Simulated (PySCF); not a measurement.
C3H6, SMILES C1CC1. Atoms are numbered in the order given.

```xyz
9

C      0.8643     0.0000     0.0000
C     -0.4322    -0.7485     0.0000
C     -0.4322     0.7485     0.0000
H      1.4516     0.0000     0.9097
H      1.4516     0.0000    -0.9097
H     -0.7258    -1.2571    -0.9097
H     -0.7258    -1.2571     0.9097
H     -0.7258     1.2571     0.9097
H     -0.7258     1.2571    -0.9097
```
Charge 0, spin multiplicity 1.

Geometry: PBE0-D3(BJ)/def2-TZVP.

Two levels are set side by side: PBE/pcSseg-1 (PySCF) and PBE0/pcSseg-1 (PySCF). GIAO shifts against TMS (¹H), TMS (¹³C) at the same level; non-relativistic, no solvent, atoms listed together averaged. Differences are taken from unrounded values.

```json
[
 {"quantity": "δ(¹³C) of C1, C2, C3 (ppm)", "PBE0": "-1.3"},
 {"quantity": "δ(¹H) of H4, H5, H6, H7, H8, H9 (ppm)", "PBE0": "0.20"}
]
```

Question: What does PBE give, and how far is it from PBE0? (Estimate from the structure and the level; the computed values follow.)

Answer: 
```tsv
quantity	PBE	PBE minus PBE0
δ(¹³C) of C1, C2, C3 (ppm)	-0.7	0.6
δ(¹H) of H4, H5, H6, H7, H8, H9 (ppm)	0.20	0.00
```

Rough cost on one machine, each run with all the roots and properties that it gave: PBE0 against PBE within a factor of 2.
